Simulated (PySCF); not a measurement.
Be(I)(OMe) (CH3BeIO), SMILES C[O][Be][I].

The structure is a stationary point at PBE0-D3(BJ)/def2-SVP. The def2 effective core potentials stand for the cores of I; spin–orbit coupling is left out. One conformer was computed; it need not be the lowest.

The numbers are results of CAM-B3LYP/def2-TZVPD run with PySCF, not measurements.

Isolated molecule, no solvent.

| Quantity | Result |
|---|---|
| total energy | -427.69592 hartree |
| highest occupied level | -8.91 eV |
| lowest empty level | 0.13 eV |
| orbital gap | 9.04 eV |
| dipole moment | 2.29 D |
| quadrupole, principal values (traceless, Buckingham form, about the centre of nuclear charge) | -3.15, -3.15, 6.31 D·Å |
| mean static polarisability | 67.6 bohr³ (10.01 Å³) |
| polarisability, principal values | 56.9, 56.9, 88.9 bohr³ |
